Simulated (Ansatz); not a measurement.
Relaxation of C2H6ClGeN (11 atoms, charge 0, multiplicity 1), to a largest force component of 0.015 eV/Å in at most 40 steps.

The calculation used RKS BHLYP/def2-SVP in Ansatz.

```xyz
11
Properties=species:S:1:pos:R:3
N -0.080 1.944 1.703
C 0.399 1.186 0.841
Ge -0.683 -0.168 -0.038
C 0.547 -1.181 -1.243
Cl 1.753 -2.022 -0.334
H -1.129 1.942 1.929
H 1.484 1.278 0.611
H -1.214 -1.101 1.037
H -1.791 0.518 -0.783
H -0.144 -1.945 -1.743
H 0.923 -0.507 -1.959
```

Q: Where does it end, and by what steps?

A: The forces met the threshold. After 22 steps the energy has fallen by 0.433 eV; H6 moved furthest, 1.08 Å.

```csv
step,energy less start (eV),largest force component (eV/Å),accepted
0,0.0000,3.701,yes
1,-0.2065,1.242,yes
2,-0.2503,1.780,yes
3,-0.3308,1.517,yes
4,-0.3733,0.940,yes
5,-0.3937,0.193,yes
6,-0.3962,0.090,yes
7,-0.3974,0.042,yes
8,-0.3995,0.100,yes
9,-0.3992,0.382,no
10,-0.4028,0.043,yes
11,-0.4066,0.152,yes
12,-0.4055,0.388,no
13,-0.4105,0.089,yes
14,-0.4140,0.138,yes
15,-0.4174,0.265,yes
16,-0.4180,0.365,yes
17,-0.4282,0.124,yes
18,-0.4312,0.112,yes
19,-0.4326,0.028,yes
20,-0.4326,0.075,yes
21,-0.4328,0.058,yes
22,-0.4329,0.010,yes
```

```xyz
11
Properties=species:S:1:pos:R:3
N 0.008 2.214 1.359
C 0.363 1.026 1.131
Ge -0.678 -0.332 0.159
C 0.420 -1.059 -1.301
Cl 1.903 -1.807 -0.621
H -0.916 2.415 0.981
H 1.349 0.721 1.501
H -1.078 -1.486 1.080
H -1.926 0.358 -0.413
H -0.112 -1.828 -1.862
H 0.731 -0.278 -1.993
```

Run time: 110 s on 2 threads of Arm Neoverse V1 (shared host), peak memory 0.32 GiB.
